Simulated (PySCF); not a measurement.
CH₃FO₃Si, SMILES O=CO[Si@@H](O)F.

Geometry: PBE0-D3(BJ)/def2-SVP. The structure was generated by enumeration; whether it is a known compound was not checked. One conformer was computed; it need not be the lowest.

Level of theory: PySCF with TDDFT-PBE/def2-SVPD.

Vertical excitations. The molecule is in vacuum.

```tsv
state	energy (eV)	λ (nm)	f	main pairs
S1	5.52	224	0.001	HOMO→LUMO 100 %
S2	6.39	194	0.005	HOMO−1→LUMO 95 %
S3	6.91	179	0.000	HOMO−3→LUMO 99 %
S4	7.14	174	0.006	HOMO→LUMO+1 98 %
S5	7.41	167	0.009	HOMO−4→LUMO 53 %, HOMO→LUMO+2 24 %, HOMO−2→LUMO 20 %
S6	7.51	165	0.001	HOMO→LUMO+2 50 %, HOMO−4→LUMO 42 %
S7	7.62	163	0.002	HOMO→LUMO+3 91 %
S8	7.83	158	0.055	HOMO→LUMO+4 55 %, HOMO−2→LUMO 21 %
S9	8.02	155	0.196	HOMO→LUMO+4 43 %, HOMO−2→LUMO 24 %, HOMO→LUMO+2 12 %
S10	8.25	150	0.030	HOMO−1→LUMO+1 93 %
T1	4.99	248	0	HOMO→LUMO 100 %
T2	5.98	207	0	HOMO−2→LUMO 77 %, HOMO−1→LUMO 20 %
T3	6.29	197	0	HOMO−1→LUMO 79 %, HOMO−2→LUMO 19 %
T4	6.72	184	0	HOMO−3→LUMO 98 %
```
Triplets are in the Tamm–Dancoff approximation, which puts them higher than full response would, so one can lie above its singlet here.
